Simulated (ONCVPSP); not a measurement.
## Before and after: ONCV potential for tungsten

```json
{
  "Element": "tungsten",
  "Generator": "ONCVPSP 4.0.1",
  "Type": "optimised norm-conserving Vanderbilt (ONCV)",
  "Functional": "PBE",
  "Relativity": "scalar-relativistic",
  "Frozen core": "[Kr] 4d10 4f14",
  "Valence charge": "14",
  "Reference configuration": "5s2 5p6 5d4.5 6s1.5",
  "Partial waves": "5s+6s: rc 1.45 bohr, ncon 4, nbas 9, qcut 7.5 1/bohr, 2 projectors; 5p: rc 1.60 bohr, ncon 4, nbas 9, qcut 10.3 1/bohr, 2 projectors, debl 1.2 Ha; 5d: rc 2.40 bohr, ncon 3, nbas 7, qcut 6.7 1/bohr, 2 projectors, debl 3.8 Ha; f scattering state at 0.03 Ha: rc 2.15 bohr, ncon 4, nbas 7, qcut 5.3 1/bohr, 2 projectors, debl 0.5 Ha",
  "Local potential": "polynomial inside 1.15 bohr (lpopt 5, dvloc0 6 Ha)",
  "Core correction": "Teter function, fcfact 3.25, rcfact 1.3"
}
```

In the p channel the program set the typed energies aside and used -1.553, 0.250 Ha.

Change: core correction Teter function, fcfact 3.25, rcfact 1.98.

Cutoffs: the cutoffs (Ha) at which the residual kinetic energy of the hardest occupied pseudo-wave falls to 1 and 0.1 mHa per electron; they do not see the model core or the augmentation charge, which bear on the density cutoff. Errors are all-electron minus pseudo energies relative to the spin-unpolarised reference configuration.

**Question.** What does the change do?

**Answer.** The potential gets neither clearly harder nor softer (31 Ha and 37 Ha → 31 Ha and 37 Ha); both files keep a bound ghost (f); of the 4 tests that both files solve, the error grows in 4 and shrinks in 0 by more than 15 % and 0.3 meV (median size 1.3 → 26.5 meV). A model core, the more so a compact one, raises the density cutoff, which this test does not measure.

| quantity | base | changed |
| --- | --- | --- |
| cutoff, loose | 31 Ha | 31 Ha |
| cutoff, tight | 37 Ha | 37 Ha |
| bound ghosts | f | f |
| GHOST(+) flags under 300 eV | s at 282.5 eV | s at 282.5 eV |
| error for 5s2 5p6 5d4 6s2, meV [ΔE -0.70 eV] | +2.0 | -2.6 |
| error for 5s2 5p6 5d4 6s1, meV [ΔE 8.19 eV] | -0.6 | -11 |
| error for 5s2 5p6 5d4 6s0, meV [ΔE 23.87 eV] | +0.3 | -94 |
| error for 5s2 5p6 5d3 6s2 6p1, meV [ΔE 3.32 eV] | +5.7 | -42 |
| s: phases at 1.47 bohr within 0.05 rad from the reference energy up to (Ha; the scan ends near 5) | to the end of the scan | to the end of the scan |
| p: phases at 1.62 bohr within 0.05 rad from the reference energy up to (Ha; the scan ends near 5) | to the end of the scan | to the end of the scan |
| d: phases at 2.44 bohr within 0.05 rad from the reference energy up to (Ha; the scan ends near 5) | to the end of the scan | to the end of the scan |
| f: phases at 2.19 bohr within 0.05 rad from the reference energy up to (Ha; the scan ends near 5) | 2.5 | 2.5 |
| rms error of d²Exc/dni dnj with the model core, mHa | 1.64 | 3.73 |

 A true bound ghost makes a file unfit for plane-wave use even where its test errors are small: the radial tests pick states by their node count and pass the ghost by.
